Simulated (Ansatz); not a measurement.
Ansatz results at the PBE0-D4/def2-TZVP geometry: size of the dipole moment (B3LYP/def2-TZVPP) 2.11 D; LUMO energy (ωB97M-V/def2-TZVPP) 1.37 eV; LUMO energy (B3LYP/def2-TZVPP) -1.10 eV.

Question: Which molecule gave them?
A. `CC(F)(CF)C(F)F`
B. `FC1=CC(F)(F)C1F`
C. `FC1C=CC1(F)F`
D. `C=C(F)CF`

Answer: B. The others give `FC1C=CC1(F)F`: 3.05, 1.17, -1.28; `CC(F)(CF)C(F)F`: 2.27, 2.64, 0.86; `C=C(F)CF`: 0.35, 2.38, -0.04.

B3LYP here is the variant with VWN-RPA as its local correlation; programs differ in this.
